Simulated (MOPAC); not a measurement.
MOPAC input (AM1):

```
AM1 1SCF GEO-OK AUX(PRECISION=9) THREADS=1
H4Al2

Al   -0.00121500 1   -0.01498400 1    1.29421700 1
Al    0.00121500 1    0.01498400 1   -1.29421700 1
H     1.34717400 1   -0.03150200 1    2.13754500 1
H    -1.35118500 1   -0.01796600 1    2.13516800 1
H     0.00875900 1    1.37382400 1   -2.12073100 1
H    -0.00474800 1   -1.32435600 1   -2.15198200 1
```

Output:

```
 *******************************************************************************
 **                                                                           **
 **                              MOPAC v23.2.5                                **
 **                                                                           **
 *******************************************************************************
 ** MOPAC's Digital Object Identifier: https://doi.org/10.5281/zenodo.6511958 **
 **                                                                           **
 ** Please cite the open-source release paper for use of this MOPAC version:  **
 ** J. E. Moussa and J. J. P. Stewart (2026)                                  **
 ** MOPAC: An open-source semiempirical molecular orbital program             **
 ** J. Open Source Softw., 11(119), 8025, https://doi.org/10.21105/joss.08025 **
 *******************************************************************************

                              AM1 CALCULATION RESULTS

 *******************************************************************************
 *  AM1        - The AM1 Hamiltonian to be used
 *  GEO-OK     - OVERRIDE INTERATOMIC DISTANCE AND OTHER SAFETY CHECKS
 *  1SCF       - DO 1 SCF AND THEN STOP
 *  AUX        - OUTPUT AUXILIARY INFORMATION
 *******************************************************************************
AM1 1SCF GEO-OK AUX(PRECISION=9) THREADS=1
 H4Al2

   ATOM   CHEMICAL          X               Y               Z
  NUMBER   SYMBOL      (ANGSTROMS)     (ANGSTROMS)     (ANGSTROMS)

     1      Al         -0.00121500  *  -0.01498400  *   1.29421700  *
     2      Al          0.00121500  *   0.01498400  *  -1.29421700  *
     3       H          1.34717400  *  -0.03150200  *   2.13754500  *
     4       H         -1.35118500  *  -0.01796600  *   2.13516800  *
     5       H          0.00875900  *   1.37382400  *  -2.12073100  *
     6       H         -0.00474800  *  -1.32435600  *  -2.15198200  *

          CARTESIAN COORDINATES

    NO.       ATOM           X           Y           Z

     1        Al         -0.0012     -0.0150      1.2942
     2        Al          0.0012      0.0150     -1.2942
     3         H          1.3472     -0.0315      2.1375
     4         H         -1.3512     -0.0180      2.1352
     5         H          0.0088      1.3738     -2.1207
     6         H         -0.0047     -1.3244     -2.1520

  H: (AM1): M.J.S. DEWAR ET AL, J. AM. CHEM. SOC. 107 3902-3909 (1985)
 Al: (AM1): M. J. S. Dewar, A. J. Holder, Organometallics, 9, 508-511 (1990).

           Empirical Formula: H4 Al2  =     6 atoms

      MOLECULAR POINT GROUP   :   D2d

      RHF CALCULATION, NO. OF DOUBLY OCCUPIED LEVELS = 5

 -------------------------------------------------------------------------------
 AM1 1SCF GEO-OK AUX(PRECISION=9) THREADS=1
 H4Al2

     1SCF WAS SPECIFIED, SO BFGS WAS NOT USED
     SCF FIELD WAS ACHIEVED

                              AM1 CALCULATION
                                                       MOPAC v23.2.5 Linux

          FINAL HEAT OF FORMATION =         45.86177 KCAL/MOL =     191.88563 KJ/MOL

          COSMO AREA              =        115.81 SQUARE ANGSTROMS
          COSMO VOLUME            =        105.60 CUBIC ANGSTROMS

          IONIZATION POTENTIAL    =          9.239916 EV
          HOMO LUMO ENERGIES (EV) =         -9.240 -1.281
          NO. OF FILLED LEVELS    =          5
          MOLECULAR WEIGHT        =         57.9947         POINT GROUP:  D2d

          MOLECULAR DIMENSIONS (Angstroms)

            Atom       Atom       Distance
            H     5    H     3     4.67966
            H     6    H     4     3.48449
            H     3    H     4     1.90805

          SCF CALCULATIONS        =          1

   ATOM   CHEMICAL          X               Y               Z
  NUMBER   SYMBOL      (ANGSTROMS)     (ANGSTROMS)     (ANGSTROMS)

     1      Al         -0.00121500  *  -0.01498400  *   1.29421700  *
     2      Al          0.00121500  *   0.01498400  *  -1.29421700  *
     3       H          1.34717400  *  -0.03150200  *   2.13754500  *
     4       H         -1.35118500  *  -0.01796600  *   2.13516800  *
     5       H          0.00875900  *   1.37382400  *  -2.12073100  *
     6       H         -0.00474800  *  -1.32435600  *  -2.15198200  *

                             CARTESIAN COORDINATES

   1   Al       -0.001215000    -0.014984000     1.294217000
   2   Al        0.001215000     0.014984000    -1.294217000
   3    H        1.347174000    -0.031502000     2.137545000
   4    H       -1.351185000    -0.017966000     2.135168000
   5    H        0.008759000     1.373824000    -2.120731000
   6    H       -0.004748000    -1.324356000    -2.151982000

           Empirical Formula: H4 Al2  =     6 atoms

      MOLECULAR POINT GROUP   :   D2d

                  EIGENVALUES
 -14.50736 -13.58352 -10.93732 -10.93732  -9.23992  -1.28083  -1.28083  -0.42011
   1.86942   2.11102   2.48366   2.48366

              NET ATOMIC CHARGES AND DIPOLE CONTRIBUTIONS

  ATOM NO.   TYPE          CHARGE      No. of ELECS.   s-Pop       p-Pop
    1         Al           0.119143        2.8809     1.21473     1.66613
    2         Al           0.119143        2.8809     1.21473     1.66613
    3          H          -0.059572        1.0596     1.05957
    4          H          -0.059572        1.0596     1.05957
    5          H          -0.059572        1.0596     1.05957
    6          H          -0.059572        1.0596     1.05957
 DIPOLE           X         Y         Z       TOTAL
 POINT-CHG.     0.000     0.000    -0.000     0.000
 HYBRID        -0.000    -0.000     0.000     0.000
 SUM            0.000    -0.000    -0.000     0.000

          ATOMIC ORBITAL ELECTRON POPULATIONS

     Atom    s        px        py        pz
    1 Al   1.21473   0.83454   0.01055   0.82103
    2 Al   1.21473   0.01045   0.83454   0.82114
    3  H   1.05957
    4  H   1.05957
    5  H   1.05957
    6  H   1.05957

 **********************
 *                    *
 * JOB ENDED NORMALLY *
 *                    *
 **********************

 == MOPAC DONE ==
```

The geometry given is a B3LYP-D3(BJ)/def2-TZVP minimum.
